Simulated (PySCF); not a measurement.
H6OW, SMILES [WH5][OH], multiplicity 1. Geometry: PBE-D3(BJ)/def2-TZVP. The multiplicity is an assumed one; no other spin state was optimised. The structure was generated by enumeration; whether it is a known compound was not checked. The def2 effective core potentials stand for the cores of W; spin–orbit coupling is left out.

**Question.** Give the equilibrium geometry at PBE-D3(BJ)/def2-TZVP (PySCF confirms it by a frequency run) as a Z-matrix, and its point group. (An estimate is asked for; the answer gives what the named calculation found.)

**Answer.** point group Cs.
```
W
O 1 1.8864
H 2 0.9704 1 133.91
H 1 1.6620 2 87.26 3 30.21
H 1 1.6620 4 60.35 2 88.40
H 1 1.6987 4 62.06 5 72.04
H 1 1.7215 4 121.95 5 34.85
H 1 1.7215 4 69.91 5 148.92
```
